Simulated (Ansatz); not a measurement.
One change: `N[SiH](Cl)[GeH3]` becomes `N[SiH](Cl)Cl`.

Ansatz, PBE0-D4/def2-TZVP geometries, multiplicity 1. Each molecule was computed in one conformer, which needn't be the lowest.

Scalar relativity is left out up to krypton.

```tsv
property	`N[SiH](Cl)[GeH3]`
HOMO–LUMO gap (PBE0/def2-TZVPP) / eV	7.81
LUMO energy (ωB97M-V/def2-TZVPP) / eV	1.59
size of the dipole moment (PBE/def2-TZVPP) / D	1.95
HOMO energy (B3LYP/def2-TZVPP) / eV	-7.66
size of the dipole moment (B3LYP/def2-TZVPP) / D	1.94
HOMO energy (ωB97M-V/def2-TZVPP) / eV	-9.96
```

(1) What does the change do to each property? (Best estimate.)

Answers

(1) Ansatz gave: 
```tsv
property	`N[SiH](Cl)Cl`	shift
HOMO–LUMO gap (PBE0/def2-TZVPP) / eV	8.72	0.91
LUMO energy (ωB97M-V/def2-TZVPP) / eV	2.04	0.45
size of the dipole moment (PBE/def2-TZVPP) / D	2.30	0.35
HOMO energy (B3LYP/def2-TZVPP) / eV	-7.95	-0.29
size of the dipole moment (B3LYP/def2-TZVPP) / D	2.31	0.37
HOMO energy (ωB97M-V/def2-TZVPP) / eV	-10.56	-0.60
```

With PBE0 the HOMO falls by 0.35 eV and the LUMO rises by 0.56 eV, so the gap widens by about 0.91 eV. PBE moves the HOMO by -0.18 eV and ωB97M-V by -0.60 eV. Dipoles are sizes alone; their direction can turn.

B3LYP here is the variant with VWN-RPA as its local correlation; programs differ in this.
